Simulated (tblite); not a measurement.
A tight-binding relaxation on `[SiH2]1[Si@H]([Si@@H](C1)[SiH3])C`.

Computed with GFN2-xTB geometry optimisation, gas phase (tblite 0.8.0). Start geometry: from a force field or distance geometry. A driver script takes a list of jobs; this job's settings line and coordinates (Å) are shown.

Command:
```bash
OMP_NUM_THREADS=1 python probes_run.py task.json out
```

Input:
```
{"job": {"kind": "relax", "xc": "GFN2-xTB", "basis": "xTB"}, "charge": 0, "multiplicity": 1}
C      2.343700    -0.481100     0.687900
Si     0.528700    -0.661400     0.919800
Si    -0.628600    -2.046100    -0.291000
C     -1.907400    -0.647200    -0.421400
Si    -0.469500     0.430400    -0.754400
Si    -0.531900     2.553400    -0.194300
H      2.680200    -0.794100    -0.330000
H      2.929900    -0.934400     1.502500
H      2.561700     0.616600     0.727000
H     -0.037200    -0.437200     2.246600
H     -1.145600    -3.266900     0.322900
H     -0.153400    -2.329800    -1.653300
H     -2.648200    -0.817800    -1.201300
H     -2.330400    -0.513700     0.606600
H      0.131200     0.139200    -2.063000
H     -0.721600     3.454500    -1.339800
H      0.831100     2.886700     0.315000
H     -1.441500     2.855000     0.908800
```

Task: Give the output.

Result: 
```
step      E/eV     max force
  0    -467.27537    3.925
  1    -467.69037    1.581
  2    -467.87835    1.280
  3    -468.05512    1.055
  4    -468.17649    0.743
  5    -468.27125    0.590
  6    -468.33871    0.527
  7    -468.39647    0.538
  8    -468.45135    0.572
  9    -468.51699    0.622
... (114 lines left out)
124    -469.11696    0.041
125    -469.11724    0.039
126    -469.11746    0.024
127    -469.11755    0.019
128    -469.11761    0.019
129    -469.11768    0.019
130    -469.11774    0.021
131    -469.11780    0.017
132    -469.11784    0.014
133    -469.11787    0.010
```

«max force» is the largest atomic force in eV/Å.

Task: From which step on does the largest force stay under 0.1 eV/Å, and how much energy is left to gain from there?

Result: From step 68 (0.089 eV/Å), 14.7 meV above the end.

In short: energy lowered by 42.5 kcal/mol over 133 steps; largest atomic force 0.010 eV/Å at the end.

Task: Give the final coordinates.

Result: 0.990 Å rms from the input after alignment:
```
atom  x, y, z in Å
C1     2.6883   -1.0890    0.5575
Si2    0.8816   -0.5970    0.9174
Si3   -0.8079   -2.0307    0.1616
C4    -1.4624   -0.5631   -0.9044
Si5   -0.1743    0.8650   -0.6147
Si6   -1.1813    2.8787   -0.0915
H7     2.8209   -1.3380   -0.4910
H8     2.9945   -1.9513    1.1434
H9     3.3695   -0.2761    0.7921
H10    0.8658   -0.2176    2.3462
H11   -1.8387   -2.5106    1.0914
H12   -0.4688   -3.1914   -0.6728
H13   -1.5622   -0.8244   -1.9566
H14   -2.4624   -0.2627   -0.5896
H15    0.5899    1.0190   -1.8762
H16   -1.8853    3.5318   -1.1993
H17   -0.2023    3.8534    0.4001
H18   -2.1737    2.7104    0.9747
```

The run took 2.2 s wall on an Arm Neoverse N1 with one thread, no GPU, on a shared host.
Labels such as C1 count atoms from 1, the log's own numbers from 0.
